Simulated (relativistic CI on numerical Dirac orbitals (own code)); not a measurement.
Sb2+: what numerical and physical settings do to a radial Dirac CI calculation

Reference input:

```
atom Sb  Z=51  charge=2  electrons=49
nucleus A=121  rms_radius_fm=4.6802
hamiltonian dirac-coulomb  breit=on  qed=on  c_scale=1
orbitals kli  potential=per-configuration
slater_scale 1
correlation none
mixing on
grid step=0.0125 r_max=67.1
scf mixing=0.4 start=green max_iterations=150 tolerance=2e-08 node_fill=0.05
configurations
  [Kr] 4d10 5s2 5p
  [Kr] 4d10 5s 5p2
end
```

Computed lowest total energy -6471.77910 Ha, first excitation 6574.4 cm⁻¹, 23 SCF steps. Runs with settings changed; * marks those that are bad on purpose (the QED terms keep the true α when c is scaled):

```csv
Changed,Outcome,Lowest level,ΔE (Ha),First excitation (cm⁻¹),SCF steps,Message
"SCF tolerance 0.0001, speed of light × 2",converged,5s2.5p 2P°_1/2,123,1528.8,18,
node fill of the KLI weights 0.2,converged,5s2.5p 2P°_1/2,0.00446,6698.9,24,
end of the grid at 46.97 bohr,converged,5s2.5p 2P°_1/2,-8.19e-12,6574.4,23,
grid step 0.02,converged,5s2.5p 2P°_1/2,0.000141,6574.4,23,
SCF mixing 1.8 *,converged,5s2.5p 2P°_1/2,7e-10,6574.4,27,
iteration limit 4 *,not converged,,,,4,SCF of 1s2 2s2 2p6 3s2 3p6 3d10 4s2 4p6 4d10 5s2 5p did not converge
```

With so few configurations and no correlation, terms lie too far apart (by 10 to 50 % near neutrality), their order can be wrong, and levels of other configurations are missing.
